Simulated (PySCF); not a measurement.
Mg(I)(OH) (HIMgO), SMILES [I][Mg][OH].

Geometry: r2SCAN-D4/def2-TZVP. The def2 effective core potentials stand for the cores of I; spin–orbit coupling is left out. Other conformers were not sampled.

Computed with TDA-CAM-B3LYP/def2-SVPD in PySCF.

Vertical excitations; the highest root listed may be one member of a degenerate set. Gas-phase values at a fixed geometry. State labels are in the subgroup C2v.

Computed UV-visible absorptions:
| state | symmetry | energy (eV) | λ (nm) | f | main pairs |
|---|---|---|---|---|---|
| S1 | B2 | 5.00 | 248 | 0.036 | HOMO→LUMO (degenerate set) |
| S2 | B1 | 5.00 | 248 | 0.036 | HOMO−1→LUMO (degenerate set) |
| S3 | B2 | 5.82 | 213 | 0.061 | HOMO−2→LUMO (degenerate set) |
| S4 | B1 | 5.82 | 213 | 0.061 | HOMO−3→LUMO (degenerate set) |
| S5 | A1 | 6.40 | 194 | 0.047 | HOMO−4→LUMO 63 %, HOMO→LUMO+2 15 %, HOMO−1→LUMO+1 15 % |
| S6 | A2 | 6.44 | 193 | 0.000 | HOMO→LUMO+1 43 %, HOMO−1→LUMO+2 43 % |
| S7 | A1 | 6.46 | 192 | 0.000 | HOMO−1→LUMO+1, HOMO→LUMO+2 (degenerate set) |
| S8 | A2 | 6.46 | 192 | 0.000 | HOMO−1→LUMO+2, HOMO→LUMO+1 (degenerate set) |
| S9 | A2 | 7.29 | 170 | 0.000 | HOMO−3→LUMO+2 45 %, HOMO−2→LUMO+1 45 % |
| S10 | B2 | 7.30 | 170 | 0.075 | HOMO→LUMO+3 78 % |
| T1 | B2 | 4.74 | 261 | 0 | HOMO→LUMO (degenerate set) |
| T2 | B1 | 4.74 | 261 | 0 | HOMO−1→LUMO (degenerate set) |
| T3 | B1 | 5.47 | 227 | 0 | HOMO−3→LUMO (degenerate set) |
| T4 | B2 | 5.47 | 227 | 0 | HOMO−2→LUMO (degenerate set) |
Triplets are in the Tamm–Dancoff approximation.
